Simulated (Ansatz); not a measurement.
C2H6BFSi (`C=C(F)B[SiH3]`). The species carries charge 0 and has multiplicity 1.

```
atom   x (Å)   y (Å)   z (Å)
  C1   2.161  -0.308  -0.751
  C2   0.903  -0.495  -0.343
  F3   0.443  -1.768  -0.295
  B4  -0.050   0.635   0.071
 Si5  -1.934   0.252   0.671
  H6   2.552   0.698  -0.798
  H7   2.803  -1.134  -1.037
  H8   0.402   1.739   0.012
  H9  -2.689   1.479   1.041
 H10  -2.677  -0.440  -0.422
 H11  -1.915  -0.658   1.852
```

(1) What are the harmonic wavenumbers in cm⁻¹ at PBE0-D4/def2-TZVP (Ansatz, finite differences of forces, unscaled)? (Estimate.)

Answers

(1) Computed: 3, 66, 119, 327, 403, 460, 468, 559, 688, 739, 809, 848, 878, 930, 948, 963, 970, 1080, 1304, 1401, 1668, 2204, 2207, 2224, 2632, 3170, 3280.
